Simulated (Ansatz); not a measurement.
C₂H₆B₂FN, SMILES `BC1(F)NB1C`, relaxed with RKS PBE0-D4/def2-TZVP in the Gaussian-basis code of Ansatz from a PBE-D4/def2-SVP geometry. The force threshold is 0.005 eV/Å; the program also tests the step.

The species carries charge 0 and has multiplicity 1.

Start:

```xyz
12

B    -1.340   -0.882    0.069
C    -1.253    0.283   -0.884
F    -1.240    0.234   -2.233
N    -0.504    1.336   -0.333
B     0.161    0.219    0.197
C     1.609   -0.128    0.662
H    -1.360   -2.032   -0.318
H    -1.614   -0.588    1.227
H    -0.390    2.291   -0.674
H     2.236    0.766    0.854
H     2.097   -0.730   -0.134
H     1.599   -0.769    1.566
```

```tsv
step	energy (eV)	largest force (eV/Å)	largest move (Å)
1	-7725.0852	0.527	0.000
2	-7725.1296	0.204	0.027
3	-7725.1362	0.074	0.015
4	-7725.1367	0.054	0.008
5	-7725.1374	0.035	0.022
6	-7725.1376	0.033	0.011
7	-7725.1377	0.016	0.008
8	-7725.1377	0.009	0.003
9	-7725.1377	0.006	0.005
10	-7725.1377	0.005	0.006
```

End:

```xyz
12

B    -1.359   -0.873    0.079
C    -1.233    0.267   -0.866
F    -1.206    0.207   -2.205
N    -0.503    1.325   -0.328
B     0.174    0.229    0.182
C     1.605   -0.126    0.656
H    -1.395   -2.003   -0.301
H    -1.597   -0.571    1.220
H    -0.388    2.254   -0.694
H     2.198    0.755    0.909
H     2.114   -0.655   -0.158
H     1.591   -0.809    1.507
```

Hardware: 4 threads of an Arm Neoverse V1 on a shared host. Wall time 40 s, peak host memory 0.58 GiB.
